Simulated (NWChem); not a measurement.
# SnF2, singlet; SMILES [Sn]([F])[F]

Low-valent species are run as closed-shell singlets; no triplet was tried in these runs. def2 effective core potentials on Sn; no spin-orbit coupling.

Question: Give the equilibrium geometry at PBE0/def2-SVP with def2 effective core potentials on Sn (NWChem) as a list of bonds and angles, with the point group.

Answer: point group C2v; any orientation.
Bonded distances (Å): Sn1–F2 1.951, Sn1–F3 1.951. Angles (°): F2–Sn1–F3 96.0.
